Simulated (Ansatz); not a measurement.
`[SiH3]N([SiH3])[Si]Cl`. The species carries charge 0 and has multiplicity 1.

Z-matrix (Å, degrees):
```
Si
N 1 1.762
H 1 1.481 2 111.3
H 1 1.489 2 105.5 3 117.9
H 1 1.481 2 111.3 3 -124.2
Si 2 1.755 1 116.8 3 -117.7
Si 2 1.723 1 126.0 3 62.2
H 6 1.486 2 107.2 1 -180.0
H 6 1.484 2 110.4 1 -60.3
H 6 1.484 2 110.4 1 60.3
Cl 7 2.112 2 100.1 1 -0.1
```

Give the diagnostics of a CCSD(T)/def2-TZVPP run (frozen core, Ansatz). (An estimate is asked.)

Computed: T1 = 0.0133, largest single amplitude 0.023, largest double 0.081, (T) share of the correlation energy 4.1 %, 10 CCSD cycles. The RHF solution is stable towards an unrestricted one. T1 lies under the customary mark of 0.02 for closed shells.
